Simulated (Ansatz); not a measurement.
trans-NiH2(AsH3)2 (NiAs2H8). Charge 0, multiplicity 1. Geometry PBE0-D4/def2-SVP, that of the neutral singlet.

```xyz
11

Ni    0.0087   -0.0175   -0.0270
H     1.2786    0.5546   -0.6157
As   -1.3319    1.2262   -1.2421
H    -2.2779    2.1502   -0.5062
H    -2.3825    0.5275   -2.0778
H    -0.8994    2.2242   -2.3013
H    -1.2622   -0.5784    0.5719
As    1.3339   -1.2395    1.2265
H     0.8855   -2.3517    2.1571
H     2.1785   -0.4946    2.2379
H     2.4688   -2.0010    0.5766
```

(1) Estimate the orbital energies around the gap (eV) in Ansatz with PBE-D4/def2-TZVP, r2SCAN-D4/def2-TZVP, PBE0-D4/def2-TZVP.

Results:

(1) 
```csv
orbital,PBE-D4/def2-TZVP,r2SCAN-D4/def2-TZVP,PBE0-D4/def2-TZVP
HOMO−5,-7.56,-7.81,-8.64
HOMO−4,-5.58,-5.86,-7.56
HOMO−3,-5.57,-5.83,-6.82
HOMO−2,-5.00,-5.11,-6.74
HOMO−1,-4.63,-4.85,-6.53
HOMO,-4.39,-4.48,-6.22
LUMO,-1.87,-1.64,-0.77
LUMO+1,-1.26,-1.09,-0.41
LUMO+2,-0.13,0.18,0.69
LUMO+3,-0.04,0.23,0.84
LUMO+4,0.00,0.55,0.87
LUMO+5,0.42,0.77,1.37
β HOMO,-4.39,-4.48,-6.22
β LUMO,-1.87,-1.64,-0.77
```
